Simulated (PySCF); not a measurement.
Compound: C4H12Si2.
Cartesian coordinates in Å at the PBE0-D3(BJ)/def2-SVP level; atoms count from 1:
```xyz
18
C4H12Si2 angstrom
C      3.589    0.187   -0.882
C      2.609    0.622   -0.081
Si     1.235   -0.472    0.564
C     -0.452    0.038   -0.119
C     -1.604   -0.838    0.390
Si    -3.284   -0.343   -0.316
H      3.655   -0.861   -1.198
H      4.374    0.853   -1.258
H      2.610    1.685    0.198
H      1.177   -0.404    2.060
H      1.531   -1.886    0.166
H     -0.623    1.098    0.143
H     -0.393    0.011   -1.221
H     -1.668   -0.799    1.491
H     -1.428   -1.899    0.139
H     -3.269   -0.463   -1.808
H     -3.586    1.081    0.033
H     -4.379   -1.210    0.223
```

Linear response at B3LYP/def2-SVPD (PySCF, frozen core in the response, non-relativistic). Isolated species at its PBE0-D3(BJ)/def2-SVP geometry (one conformer only).

Static isotropic polarisability: 108.98 au (16.15 Å³), principal values 92.3, 93.4, 141.2 au.

Problem. What is the polarisability at 1064 nm and at the sodium D line?

Solution. 110.20 au at 1064 nm (+1.1 %), 113.12 au at 589.3 nm (+3.8 %). The rise at 589.3 nm is 3.39 times that at 1064 nm; a pure ω² law gives 3.26. The lowest singlet lies at 203 nm, shorter than both wavelengths.

Problem. What is the isotropic C6 coefficient between two such molecules, C6 = (3/π)∫α(iω)² dω?

Solution. 4139 au (Eh·bohr⁶) by a ten-point quadrature over imaginary frequencies, which is 2470 eV·Å⁶ or 239 J·nm⁶/mol.

Problem. Which effective excitation energy ω̄ makes London's formula C6 = (3/4)α²ω̄ exact here?

Solution. ω̄ = 4·C6/(3α²) = 0.465 Eh = 12.6 eV. A one-pole form α(ω) = α/(1 − ω²/ω̄²) fitted to the 1064 nm value gives 11.1 eV. London's choice of the ionisation energy (9.23 eV, ΔSCF at the same level) gives C6 = 3020 au, 27 % too low.

Problem. What n − 1 at the D line would an ideal gas of it have at 273.15 K and 1 atm (2.6868 × 10¹⁹ cm⁻³), by n − 1 = 2π·N·α′?

Solution. 28.30 × 10⁻⁴, a formal value whether or not that pressure can be reached.

Problem. The lowest 6 singlets have (eV, f): 6.12, 0.140; 6.65, 0.086; 6.79, 0.036; 7.03, 0.043; 7.18, 0.194; 7.46, 0.016. What share of the static polarisability do they carry in the sum over states α = Σ f/ω²?

Solution. 8.45 au, 7.8 % of α; the largest term, 2.79 au, is that of the state at 7.18 eV. Their oscillator strengths add up to 0.52. Higher states carry the rest.

Problem. How anisotropic is the static polarisability, by Δα² = ½[(α1 − α2)² + (α2 − α3)² + (α3 − α1)²]?

Solution. Δα = 48.4 au, or 0.44 of the isotropic value.
